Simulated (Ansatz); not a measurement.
**Molecular dynamics of Cl$_{3}$GaH$_{2}$**

The input (input.yaml):

```yaml
crystal:
  periodic: [false, false, false]
  atoms:
    - { symbol: Ga, position_ang: [0.015873, -0.232671, -0.013916] }
    - { symbol: H, position_ang: [0.020857, 0.058989, 1.664406] }
    - { symbol: Cl, position_ang: [1.887203, 0.18906, -0.976035] }
    - { symbol: Cl, position_ang: [-1.882131, 0.116729, -0.952474] }
    - { symbol: Cl, position_ang: [0.064923, -2.452896, 1.009125] }
    - { symbol: H, position_ang: [0.042876, -1.072411, 1.707896] }
basis:
  gaussian: { orbitals: def2-SVP }
hamiltonian:
  xc: pbe
  dispersion: d4
md:
  timestep: 0.5
  n_steps: 200
  ensemble: nve
  temperature: 100.0
  initial_velocities: maxwell_boltzmann
  seed: 8420
```

Command:

```bash
$ ansatz run input.yaml --threads 2 --pin off --max-ram 3072MiB --backend cpu --events-out ev --progress --plain --runs-dir out
```

It starts at the highest image of a converged band, a first-order saddle point between two minima.

Output, in part (step lines, the closing report, with atoms numbered from 0):

```
md step     0: t =     0.00 fs  T =   100.0 K  F+E_penalty+E_count = -89939.40433842 eV  E_kin = 0.051704 eV  conserved = -89939.35263442 eV  (24 SCF iters)
md step     1: t =     0.50 fs  T =    99.7 K  F+E_penalty+E_count = -89939.40417199 eV  E_kin = 0.051538 eV  conserved = -89939.35263416 eV  (29 SCF iters)
md step     2: t =     1.00 fs  T =    98.7 K  F+E_penalty+E_count = -89939.40366581 eV  E_kin = 0.051034 eV  conserved = -89939.35263230 eV  (28 SCF iters)
md step     3: t =     1.50 fs  T =    97.1 K  F+E_penalty+E_count = -89939.40284972 eV  E_kin = 0.050221 eV  conserved = -89939.35262919 eV  (28 SCF iters)
md step     4: t =     2.00 fs  T =    95.1 K  F+E_penalty+E_count = -89939.40177446 eV  E_kin = 0.049149 eV  conserved = -89939.35262508 eV  (28 SCF iters)
md step     5: t =     2.50 fs  T =    92.6 K  F+E_penalty+E_count = -89939.40050752 eV  E_kin = 0.047887 eV  conserved = -89939.35262018 eV  (28 SCF iters)
md step     6: t =     3.00 fs  T =    90.0 K  F+E_penalty+E_count = -89939.39912767 eV  E_kin = 0.046513 eV  conserved = -89939.35261503 eV  (28 SCF iters)
md step     7: t =     3.50 fs  T =    87.2 K  F+E_penalty+E_count = -89939.39771716 eV  E_kin = 0.045107 eV  conserved = -89939.35261015 eV  (29 SCF iters)
[... lines left out ...]
Total energy: -89939.76479317 eV, -3305.2253927869 hartree
Atom 0 at    -0.028280     0.190653     0.087224 Å, force     0.119717    -0.277949    -0.323568 eV/Å
Atom 1 at    -0.204825     0.697626     1.554094 Å, force     0.198304    -0.030533     0.002450 eV/Å
Atom 2 at     1.816382    -0.062453    -1.065213 Å, force    -0.378063     0.106748     0.336763 eV/Å
Atom 3 at    -1.836530    -0.016145    -1.095360 Å, force     0.095920    -0.013374     0.026715 eV/Å
Atom 4 at     0.200197    -2.872140     1.034999 Å, force     0.180150     0.188159    -0.320504 eV/Å
Atom 5 at    -0.547839    -2.729571     2.073785 Å, force    -0.216028     0.026948     0.278143 eV/Å
Dipole moment:    -0.110651    -0.175392     0.674966 e Å
```

The steps, from the saved trajectory:

```csv
time (fs),T (K),potential energy less start (eV),conserved less start (meV/atom)
0.0,100,0.000,0.00
3.0,90,0.005,0.00
6.0,77,0.012,0.00
9.0,71,0.015,0.00
12.0,57,0.022,0.00
15.0,47,0.027,0.01
18.0,56,0.023,0.00
21.0,74,0.013,0.00
24.0,97,0.002,0.01
27.0,144,-0.023,0.01
30.0,210,-0.057,0.00
33.0,265,-0.086,0.00
36.0,314,-0.111,0.00
39.0,375,-0.142,0.00
42.0,414,-0.162,0.00
45.0,457,-0.185,0.00
48.0,510,-0.212,0.00
51.0,569,-0.242,0.00
54.0,618,-0.268,0.01
57.0,675,-0.297,-0.01
60.0,702,-0.311,0.00
63.0,726,-0.324,0.00
66.0,735,-0.328,0.00
69.0,729,-0.325,0.00
72.0,732,-0.327,0.00
75.0,749,-0.336,0.00
78.0,758,-0.340,0.01
81.0,786,-0.355,0.00
84.0,813,-0.369,0.00
87.0,823,-0.374,0.00
90.0,839,-0.382,0.00
93.0,836,-0.380,0.00
96.0,818,-0.371,0.00
99.0,804,-0.364,0.00
```

All steps were run. The conserved energy stayed within 0.0082 meV per atom of its start (net change 0.0022 meV per atom), so the integration is sound. The kinetic energy rose, since the run started high on the potential surface and went downhill. It ends in pieces (Cl2GaH + ClH), so much of that is their flight and rotation, not heat. A run of 0.1 ps of so small a system gives no equilibrium averages. The orbitals stay closed-shell, which can raise the energy where a bond breaks towards radicals; this wasn't checked here.

Between its relaxed ends the band would form H2–H6 and break Ga1–H2, Cl5–H6. These pairs go: H2–H6 1.13 → 3.48 Å, Ga1–H2 1.70 → 1.56 Å, Cl5–H6 1.55 → 1.29 Å. In the last frame they stand as before the step (other bonds may differ from the relaxed reactants and products). Also parted: Ga1–Cl5 2.45 → 3.21 Å. It ends as Cl2GaH + ClH. Pairs count as bonded within 1.25 times the sum of covalent radii (0.12 Å more for H–H).

Last frame:

```xyz
6
Properties=species:S:1:pos:R:3
Ga -0.028 0.191 0.087
H -0.205 0.698 1.554
Cl 1.816 -0.062 -1.065
Cl -1.837 -0.016 -1.095
Cl 0.200 -2.872 1.035
H -0.548 -2.730 2.074
```

Run time: 6.3 min on 2 threads of Intel(R) Xeon(R) Platinum 8259CL CPU @ 2.50GHz (Skylake/Cascade Lake), on a shared host, peak memory 0.18 GiB.
